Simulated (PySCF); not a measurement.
## TDDFT excited states: C5H13NSi

Compound: C5H13NSi.
SMILES: `C1[C@@H](CC)[Si@H](C1)N`

Computed, not measured: PySCF 2.14.0, density-fitted response routines, TDDFT CAM-B3LYP/def2-SVPD, vertical, gas phase, core orbitals frozen in the response. Isolated species at its GFN2-xTB geometry (one conformer only). Torsions of this conformer, `[CH3:1][CH2:2][C@@H:3]1[CH2:4][CH2:5][Si@@H:6]1[NH2:7]`: C1–C2–C3–C4 180°, H–N7–Si6–C5 -166°, H–N7–Si6–C5 59°.

Question: Predict the UV-vis stick spectrum at this level.

Answer: 

```
state  E (eV)  λ (nm)       f  main configurations (H = HOMO, L = LUMO)
   S1    6.35   195.4   0.019                                 H→L (77%)
   S2    6.77   183.0  0.0053                               H→L+1 (68%)
   S3    7.06   175.6   0.010       H-1→L (63%), H→L (8%), H-1→L+1 (8%)
   S4    7.34   168.9   0.020                H→L+2 (47%), H-1→L+1 (30%)
   S5    7.37   168.2   0.065   H-1→L+1 (42%), H→L+2 (28%), H→L+1 (12%)
   S6    7.57   163.7   0.013                H-2→L (39%), H-1→L+2 (21%)
   S7    7.71   160.8   0.061                H-1→L+2 (53%), H-2→L (20%)
   S8    7.91   156.7  0.0086                             H-2→L+1 (66%)
```

Triplets (Tamm–Dancoff): T1 6.01 eV, H→L (67%), H-2→L (10%); T2 6.39 eV, H→L+1 (55%), H-1→L (10%); T3 6.69 eV, H-1→L+1 (66%).

The lowest singlet comes at 195 nm (612 kJ/mol) in the vacuum ultraviolet; it is weak; its leading configuration is HOMO→LUMO (77%). The strongest level in the table is S5 at 7.37 eV (168 nm, f = 0.065). Löwdin shares by element: HOMO nitrogen 24%, carbon 22% or more, silicon 17%, hydrogen 9% or more (atoms not listed hold the other 27%); LUMO silicon 28%, hydrogen 26% or more, nitrogen 11% (atoms not listed hold the other 35%). Weighted by f, the mean energy of these states is 7.38 eV. Orbital energies (eV): HOMO-3 -10.07, HOMO-2 -9.60, HOMO-1 -8.84, HOMO -8.44, LUMO 1.06, LUMO+1 1.54, LUMO+2 1.77. Of the 8 states listed, 6 reach f = 0.01 and none stays under 0.0005. Only the lowest 8 singlets were computed, as vertical energies without vibronic structure.

Time: 2.5 min wall; peak memory 1.2 GiB. Hardware: one thread of an Intel Xeon at 2.50 GHz, no GPU, shared host.
